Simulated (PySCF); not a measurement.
# Ionisation energy of Pb²⁺ by level of theory

Pb²⁺ [Xe] 4f14 5d10 6s2 (1S) → Pb³⁺ [Xe] 4f14 5d10 6s1 (2S), as a difference of total energies. Calculation: PySCF 2.14, in aug-cc-pVQZ-PP with ECP60MDF (7s7p5d3f2g, 92 functions); scalar relativity through the core potential. Correlated levels: valence: 5s2 5p6 5d10 frozen. The calculations carry no spin-orbit coupling.

```csv
method,ionisation energy (eV)
UHF,29.766
MP2 (valence),30.358
SCS-MP2 (valence),30.477
CCSD (valence),30.532
```

Errors of the correlated levels include the incompleteness of this basis and the frozen core.

With two correlated electrons CCSD is exact in that space.

**Question.** Which method comes closest to the reference value, and which is furthest?

**Answer.** The reference is 31.937 eV (measured; NIST Atomic Spectra Database, ionization energies). Closest: CCSD (valence) (error -1.405 eV); furthest: UHF (error -2.171 eV).
